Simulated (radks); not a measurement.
Excited configurations of Ag14+: one electron is placed in a higher orbital outside [Ar] 3d10 4s2 4p2. The ground configuration is [Ar] 3d10 4s2 4p3. All-electron calculation, Dirac Kohn-Sham, LDA (Slater exchange, Perdew-Wang correlation), spin-unpolarised, spherical densities, point nucleus; open shells fill j = l - 1/2 first. Program: a radial shooting solver on a logarithmic mesh with Libxc functionals. Excitation = E - E(ground); binding = E(ion) - E, where the ion is the core of charge +15; n* = 15/sqrt(2 binding) in atomic units. These energies are relativistic, and a one-electron ion of charge +15 with no core already has n* below n in this formula (Dirac formula, point nucleus: 4f5/2 3.999, 5s1/2 4.995, 5p1/2 4.995, 6p1/2 5.995, 6d3/2 5.998, 7d3/2 6.998). The quantum defect is therefore taken as that value minus n*, so that it holds no relativistic shift of the bare ion.

outer orbital,excitation (eV),binding (eV),n*,quantum defect,eigenvalue (eV)
4f5/2,128.24,220.17,3.729,0.270,-208.41
5s1/2,139.64,208.77,3.829,1.166,-201.86
5p1/2,155.17,193.24,3.980,1.015,-186.65
6p1/2,225.44,122.97,4.989,1.005,-119.11
6d3/2,240.11,108.30,5.317,0.681,-104.74
7d3/2,271.67,76.741,6.316,0.682,-74.378

The Delta-SCF ionisation energy is 348.41 eV (NIST Atomic Spectra Database: 347 eV, theoretical). Self-interaction in the functional shifts the binding energies and quantum defects, so they are the method's values and not measured ones. Spin polarisation and multiplet splitting are left out, so open shells lie too high by an amount that depends on their filling.

Beside tabulated values, note that spin-unpolarised runs miss the spin-polarisation part of the exchange energy of open shells.
